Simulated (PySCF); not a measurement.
Spin-rotation constants: `InChI=1S/C4H3N3/c1-2-4-3-5-7-6-4/h1,3H,(H,5,6,7)`

Geometry:
```csv
atom,x (Å),y (Å),z (Å)
C1,2.529,0.332,0.103
C2,1.341,0.161,0.051
C3,-0.041,-0.046,-0.011
C4,-0.809,-1.183,-0.220
N5,-2.101,-0.824,-0.182
N6,-2.194,0.431,0.031
N7,-0.971,0.936,0.140
H8,3.567,0.473,0.147
H9,-0.499,-2.193,-0.388
H10,-0.814,1.918,0.308
```

Level of theory: PySCF, GIAO KT3/pcSseg-1 magnetisability, rotational g tensor and spin-rotation constants, non-relativistic, gas phase. Geometry: GFN2-xTB.

(1) Give the nuclear spin-rotation constants along the inertial axes (H = +C I·J) beside the isotropic shieldings.

(2) How do the rotational constants and the g tensor change when H8, H9, H10 are replaced by deuterium?

Answers

(1) Rotational constants 10.0564, 2.0041, 1.6711 GHz. A star marks the isotopologue with that one atom substituted, in its own axes.
| atom | isotope | Caa (kHz) | Cbb (kHz) | Ccc (kHz) | mean (kHz) | σ (ppm) |
| --- | --- | --- | --- | --- | --- | --- |
| N5 | 14N | 2.167 | 0.551 | 0.095 | 0.938 | -88.3 |
| N6 | 14N | 2.425 | 0.491 | 0.139 | 1.018 | -105.3 |
| N7 | 14N | 1.160 | 0.389 | 0.149 | 0.566 | 23.0 |
| H8 | 1H | 0.462 | -0.230 | -0.189 | 0.014 | 28.2 |
| H9 | 1H | -0.992 | 0.231 | -0.178 | -0.313 | 24.0 |
| H10 | 1H | -0.892 | 0.255 | -0.182 | -0.273 | 20.9 |
| C1 | 13C* | 1.410 | 0.565 | 0.535 | 0.837 | 96.7 |
| C2 | 13C* | -0.012 | 0.673 | 0.550 | 0.404 | 116.2 |
| C3 | 13C* | 4.053 | 0.640 | 0.247 | 1.647 | 71.6 |
| C4 | 13C* | 3.306 | 0.844 | 0.318 | 1.489 | 55.0 |

For the geometry as given, no vibrational averaging.

(2) Constants 8.5592, 1.8845, 1.5445 GHz; g -0.0911, -0.0343, 0.0105, against -0.1070, -0.0363, 0.0115 before.
